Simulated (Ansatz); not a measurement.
Geometry optimisation, RKS PBE-D4/def2-SVP (Ansatz).

Input file:

```yaml
crystal:
  periodic: [false, false, false]
  atoms:
    - { symbol: Hf, position_ang: [0.0, 0.0, 0.0] }
    - { symbol: Cl, position_ang: [0.0, 0.0, 2.52] }
    - { symbol: F, position_ang: [1.8671, 0.0, -0.6593] }
    - { symbol: F, position_ang: [-0.9326, 1.6157, -0.6593] }
    - { symbol: "N", position_ang: [-1.0409, -1.8034, -0.7359] }
    - { symbol: H, position_ang: [-1.5759, -2.4197, -0.0595] }
    - { symbol: H, position_ang: [-1.0055, -2.0526, -1.7656] }
basis:
  gaussian: { orbitals: def2-SVP }
hamiltonian:
  xc: pbe
  dispersion: d4
relax:
  f_tol: 0.02
  max_steps: 40
```

Run as:

```bash
$ ansatz run input.yaml --threads 2 --pin off --max-ram 3072MiB --backend cpu --events-out ev --progress --plain --runs-dir out
```

Question: Where does it end, and by what steps?

Answer: The forces met the threshold. After 18 steps the energy has fallen by 0.762 eV; H7 moved furthest, 1.03 Å.

| step | energy less start (eV) | largest force component (eV/Å) | accepted |
| --- | --- | --- | --- |
| 0 | 0.0000 | 2.042 | yes |
| 1 | -0.5738 | 1.589 | yes |
| 2 | -0.7040 | 0.208 | yes |
| 3 | -0.7091 | 0.091 | yes |
| 4 | -0.7104 | 0.026 | yes |
| 5 | -0.6997 | 0.783 | no |
| 6 | -0.7140 | 0.069 | yes |
| 7 | -0.7164 | 0.300 | yes |
| 8 | -0.7203 | 0.328 | yes |
| 9 | -0.7378 | 0.070 | yes |
| 10 | -0.7408 | 0.213 | yes |
| 11 | -0.7313 | 0.788 | no |
| 12 | -0.7514 | 0.138 | yes |
| 13 | -0.7573 | 0.041 | yes |
| 14 | -0.7526 | 0.500 | no |
| 15 | -0.7604 | 0.022 | yes |
| 16 | -0.7615 | 0.135 | yes |
| 17 | -0.7621 | 0.067 | yes |
| 18 | -0.7624 | 0.002 | yes |

```xyz
7
Properties=species:S:1:pos:R:3
Hf -0.023 -0.009 -0.005
Cl 0.247 -0.188 2.348
F 1.699 0.029 -0.851
F -1.166 1.479 -0.407
N -0.962 -1.658 -0.690
H -1.979 -1.789 -0.752
H -0.505 -2.523 -1.002
```

Whether the end is a true minimum wasn't checked by a vibrational analysis.

Time of the run: 30 s on 2 threads of Intel(R) Xeon(R) 6975P-C (Granite Rapids), with other jobs on the host, peak memory 0.21 GiB.
